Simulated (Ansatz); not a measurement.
Ansatz (a program for electronic structure) input (B3LYP-D3(BJ)/def2-TZVP):

Ansatz 0.2 input:
```yaml
crystal:
  periodic: [false, false, false]
  atoms:
    - {symbol: Rb, position_ang: [-0.00000000, -0.00000000, -1.22824055]}
    - {symbol: Cl, position_ang: [0.00000000, 0.00000000, 2.67322944]}
basis:
  gaussian:
    orbitals: def2-TZVP
hamiltonian:
  xc: b3lyp
  dispersion: d3bj
total_charge: 1
magnetization: {spin_polarized: true, initial_magnetization: 1}
phonons: {temperatures: {t_min: 298.15, t_max: 298.15, t_step: 100}}
```

Output:

```
Functional definition: B3LYP
integrals: 0.02 GiB planned
587 factors; their error is unknown
mean field: 0.22 GiB planned
mean field evaluation 1: about -13170.6475 eV, gradient 2.4e1 eV
mean field evaluation 2: about -13171.7417 eV, gradient 2.1e1 eV
mean field evaluation 4: about -13173.3102 eV, gradient 1.9e-1 eV
mean field evaluation 8: about -13173.3410 eV, gradient 3.0e-3 eV
mean field evaluation 16: about -13173.3410 eV, gradient 8.2e-6 eV
mean field -13173.34099094 eV, -484.1113522057 hartree, gradient 8.2e-6 eV, S^2 0.753220; 1 other end points of the search recorded, 0 dependent functions left out
the calculation of the forces begins
reference -13173.34124513 eV, -484.1113615470 hartree; 13, 12 occupied and 57, 58 virtual orbitals, 587 factors
these checks for a lower state are left out or cut short: stability, starts, cluster_reference, orbital_swaps, neighbouring_geometries, increment
integrals: 0.02 GiB planned
587 factors; their error is unknown
mean field: 0.22 GiB planned
mean field -13173.34099088 eV, -484.1113522036 hartree, gradient 1.4e-7 eV, S^2 0.753220; 0 other end points of the search recorded, 0 dependent functions left out
the calculation of the forces begins
reference -13173.34124507 eV, -484.1113615449 hartree; 13, 12 occupied and 57, 58 virtual orbitals, 587 factors
these checks for a lower state are left out or cut short: stability, starts, cluster_reference, orbital_swaps, neighbouring_geometries, increment
integrals: 0.02 GiB planned
587 factors; their error is unknown
mean field: 0.22 GiB planned
mean field evaluation 32: about -13173.3410 eV, gradient 2.5e-6 eV
mean field -13173.34099088 eV, -484.1113522036 hartree, gradient 1.4e-7 eV, S^2 0.753220; 0 other end points of the search recorded, 0 dependent functions left out
the calculation of the forces begins
reference -13173.34124507 eV, -484.1113615449 hartree; 13, 12 occupied and 57, 58 virtual orbitals, 587 factors
these checks for a lower state are left out or cut short: stability, starts, cluster_reference, orbital_swaps, neighbouring_geometries, increment
integrals: 0.02 GiB planned
587 factors; their error is unknown
mean field: 0.22 GiB planned
mean field -13173.34099088 eV, -484.1113522036 hartree, gradient 1.3e-6 eV, S^2 0.753220; 0 other end points of the search recorded, 0 dependent functions left out
the calculation of the forces begins
reference -13173.34124507 eV, -484.1113615449 hartree; 13, 12 occupied and 57, 58 virtual orbitals, 587 factors
these checks for a lower state are left out or cut short: stability, starts, cluster_reference, orbital_swaps, neighbouring_geometries, increment
integrals: 0.02 GiB planned
587 factors; their error is unknown
mean field: 0.22 GiB planned
mean field -13173.34099088 eV, -484.1113522036 hartree, gradient 1.3e-6 eV, S^2 0.753220; 0 other end points of the search recorded, 0 dependent functions left out
the calculation of the forces begins
reference -13173.34124507 eV, -484.1113615449 hartree; 13, 12 occupied and 57, 58 virtual orbitals, 587 factors
these checks for a lower state are left out or cut short: stability, starts, cluster_reference, orbital_swaps, neighbouring_geometries, increment
integrals: 0.02 GiB planned
587 factors; their error is unknown
mean field: 0.22 GiB planned
mean field -13173.34116837 eV, -484.1113587263 hartree, gradient 5.3e-6 eV, S^2 0.753220; 0 other end points of the search recorded, 0 dependent functions left out
the calculation of the forces begins
reference -13173.34142250 eV, -484.1113680654 hartree; 13, 12 occupied and 57, 58 virtual orbitals, 587 factors
these checks for a lower state are left out or cut short: stability, starts, cluster_reference, orbital_swaps, neighbouring_geometries, increment
integrals: 0.02 GiB planned
587 factors; their error is unknown
mean field: 0.22 GiB planned
mean field -13173.34081315 eV, -484.1113456721 hartree, gradient 5.2e-6 eV, S^2 0.753220; 0 other end points of the search recorded, 0 dependent functions left out
the calculation of the forces begins
reference -13173.34106740 eV, -484.1113550156 hartree; 13, 12 occupied and 57, 58 virtual orbitals, 587 factors
these checks for a lower state are left out or cut short: stability, starts, cluster_reference, orbital_swaps, neighbouring_geometries, increment
integrals: 0.02 GiB planned
587 factors; their error is unknown
mean field: 0.22 GiB planned
mean field -13173.34099088 eV, -484.1113522036 hartree, gradient 1.4e-7 eV, S^2 0.753220; 0 other end points of the search recorded, 0 dependent functions left out
the calculation of the forces begins
reference -13173.34124507 eV, -484.1113615449 hartree; 13, 12 occupied and 57, 58 virtual orbitals, 587 factors
these checks for a lower state are left out or cut short: stability, starts, cluster_reference, orbital_swaps, neighbouring_geometries, increment
integrals: 0.02 GiB planned
587 factors; their error is unknown
mean field: 0.22 GiB planned
mean field evaluation 64: about -13173.3410 eV, gradient 3.5e-3 eV
mean field -13173.34099088 eV, -484.1113522036 hartree, gradient 1.4e-7 eV, S^2 0.753220; 0 other end points of the search recorded, 0 dependent functions left out
the calculation of the forces begins
reference -13173.34124507 eV, -484.1113615449 hartree; 13, 12 occupied and 57, 58 virtual orbitals, 587 factors
these checks for a lower state are left out or cut short: stability, starts, cluster_reference, orbital_swaps, neighbouring_geometries, increment
integrals: 0.02 GiB planned
587 factors; their error is unknown
mean field: 0.22 GiB planned
mean field -13173.34099088 eV, -484.1113522036 hartree, gradient 1.3e-6 eV, S^2 0.753220; 0 other end points of the search recorded, 0 dependent functions left out
the calculation of the forces begins
reference -13173.34124507 eV, -484.1113615449 hartree; 13, 12 occupied and 57, 58 virtual orbitals, 587 factors
these checks for a lower state are left out or cut short: stability, starts, cluster_reference, orbital_swaps, neighbouring_geometries, increment
integrals: 0.02 GiB planned
587 factors; their error is unknown
mean field: 0.22 GiB planned
mean field -13173.34099088 eV, -484.1113522036 hartree, gradient 1.3e-6 eV, S^2 0.753220; 0 other end points of the search recorded, 0 dependent functions left out
the calculation of the forces begins
reference -13173.34124507 eV, -484.1113615449 hartree; 13, 12 occupied and 57, 58 virtual orbitals, 587 factors
these checks for a lower state are left out or cut short: stability, starts, cluster_reference, orbital_swaps, neighbouring_geometries, increment
integrals: 0.02 GiB planned
587 factors; their error is unknown
mean field: 0.22 GiB planned
mean field -13173.34081315 eV, -484.1113456721 hartree, gradient 5.2e-6 eV, S^2 0.753220; 0 other end points of the search recorded, 0 dependent functions left out
the calculation of the forces begins
reference -13173.34106740 eV, -484.1113550156 hartree; 13, 12 occupied and 57, 58 virtual orbitals, 587 factors
these checks for a lower state are left out or cut short: stability, starts, cluster_reference, orbital_swaps, neighbouring_geometries, increment
integrals: 0.02 GiB planned
587 factors; their error is unknown
mean field: 0.22 GiB planned
mean field -13173.34116837 eV, -484.1113587263 hartree, gradient 5.3e-6 eV, S^2 0.753220; 0 other end points of the search recorded, 0 dependent functions left out
the calculation of the forces begins
reference -13173.34142250 eV, -484.1113680654 hartree; 13, 12 occupied and 57, 58 virtual orbitals, 587 factors
Total energy: -13173.41433154 eV, -484.1140474232 hartree
Atom 0 at    -0.000000    -0.000000    -1.228241 Å, force    -0.000000     0.000000    -0.000168 eV/Å
Atom 1 at     0.000000     0.000000     2.673229 Å, force    -0.000000    -0.000000     0.000168 eV/Å
Dipole moment:    -0.000000     0.000000    -1.078942 e Å
Vibrations: 29.83 cm⁻¹, zero-point energy 0.001850 eV
```
